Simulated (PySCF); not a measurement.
Ge2H6Se.
Cartesian coordinates in Å at the PBE0-D3(BJ)/def2-SVP level; atoms count from 1:
```
atom  x, y, z in Å
Ge1    1.7101    0.6801    0.1267
Se2    0.0387    0.7390   -1.5320
Ge3   -1.5315   -0.5502   -0.3375
H4     2.2676   -0.7471    0.2780
H5     2.8113    1.6376   -0.3532
H6     1.1278    1.1510    1.4719
H7    -1.0460   -2.0053   -0.2072
H8    -2.8302   -0.4887   -1.1559
H9    -1.7421    0.0517    1.0638
```

Level: wB97X-D/def2-SVPD in PySCF, non-relativistic, on one gas-phase PBE0-D3(BJ)/def2-SVP geometry that isn't relaxed in the solvent. The solvent is an IEF-PCM continuum (cavity from Bondi-type radii × 1.2), and excitations are vertical TDDFT with non-equilibrium linear response and a frozen core. Specific hydrogen bonds and non-electrostatic terms are outside this model. Spin–orbit coupling is left out although an atom past zinc is present.

Gas-phase singlets (H = HOMO, L = LUMO):

| state | E (eV) | λ (nm) | f | leading configurations |
| --- | --- | --- | --- | --- |
| S1 | 5.119 | 242 | 0.000 | H→L+1 90% |
| S2 | 5.216 | 238 | 0.025 | H→L 94% |
| S3 | 6.219 | 199 | 0.000 | H→L+3 53%, H→L+2 40% |
| S4 | 6.362 | 195 | 0.002 | H→L+2 52%, H→L+3 44% |
| S5 | 6.805 | 182 | 0.000 | H→L+7 54%, H-1→L+1 34% |

Q: How does the list change in dichloromethane (ε = 8.93)?

A: 
```tsv
state	E (eV)	λ (nm)	f	leading configurations	change by rank (eV)
S1	5.231	237	0.000	H→L+1 91%	+0.112
S2	5.323	233	0.039	H→L 95%	+0.107
S3	6.410	193	0.000	H→L+3 63%, H→L+2 28%	+0.191
S4	6.432	193	0.005	H→L+2 64%, H→L+3 31%	+0.070
S5	6.895	180	0.001	H→L+7 47%, H-1→L+1 41%	+0.090
```

Q: The ground-state energy changes by -0.058 eV from gas to dichloromethane. By how much does the total energy of gas-phase S1 change?

A: E(S1) = E(S0) + excitation energy, so it changes by -0.058 + 0.112 = +0.054 eV: it isn't lowered at all, while the ground state is. This is the vertical state, with the slow part of the continuum still set for S0.

Q: How do the frontier levels move from gas to dichloromethane?

A: 
| orbital | gas (eV) | solvent (eV) | change (eV) | Löwdin shares, gas | Löwdin shares, solvent |
| --- | --- | --- | --- | --- | --- |
| LUMO+2 | 1.54 | 1.66 | +0.12 | Ge3 28 %, Ge1 28 %, Se2 10 %, H8 7 % | Ge3 28 %, Ge1 28 %, Se2 12 %, H8 7 % |
| LUMO+1 | 1.10 | 1.20 | +0.10 | Se2 41 %, Ge1 18 %, Ge3 16 %, H6 6 % | Se2 44 %, Ge1 17 %, Ge3 16 %, H6 5 % |
| LUMO | 1.02 | 1.10 | +0.08 | Se2 37 %, Ge3 18 %, Ge1 16 %, H8 6 % | Se2 41 %, Ge3 16 %, Ge1 16 %, H8 6 % |
| HOMO | -8.62 | -8.67 | -0.05 | Se2 75 %, Ge1 9 %, Ge3 9 % | Se2 74 %, Ge1 9 %, Ge3 9 % |
| HOMO-1 | -10.22 | -10.21 | +0.01 | Se2 60 %, Ge3 13 %, Ge1 13 % | Se2 59 %, Ge3 13 %, Ge1 13 % |
| HOMO-2 | -10.74 | -10.65 | +0.09 | Se2 35 %, Ge1 20 %, Ge3 20 %, H5 11 % | Se2 34 %, Ge1 20 %, Ge3 20 %, H8 12 % |
| HOMO-3 | -11.68 | -11.53 | +0.15 | Ge1 22 %, Ge3 22 %, H6 14 %, H9 13 % | Ge1 22 %, Ge3 22 %, H6 14 %, H9 13 % |

The HOMO–LUMO gap goes from 9.64 to 9.77 eV.

The pairwise dispersion term of wB97X-D wasn't added to the energies; at a given geometry it leaves orbitals and properties as they are.
